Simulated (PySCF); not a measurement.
Computed with B3LYP-D3(BJ)/def2-TZVP run with PySCF 2.14.0. Gas-phase values, no solvent. B3LYP has the VWN-RPA correlation part, as in Gaussian. Excitations are Tamm–Dancoff values on a coarser integration grid. The basis has no diffuse functions, so Rydberg states are missing or too high.

Reference species (SMILES): `NB(C)C` (neutral, multiplicity 1).

The dipole moment comes out as 1.28 D. The HOMO–LUMO gap is 8.33 eV. The T1 excitation (TDA) is 6.57 eV and the HOMO is -7.83 eV.

Changed species: `CB(C)C` (0 of 3 CH3 replaced by NH2; the reference has 1 of 3 CH3 replaced by NH2).

Question: Predict the effect on the dipole moment, HOMO–LUMO gap, T1 excitation (TDA) and HOMO.

Answer: the dipole moment decreases by 1.26 D, to 0.02 D; the HOMO–LUMO gap falls by 0.39 eV, to 7.94 eV; the T1 excitation (TDA) decreases by 0.63 eV, to 5.94 eV; the HOMO decreases by 0.47 eV, to -8.30 eV.
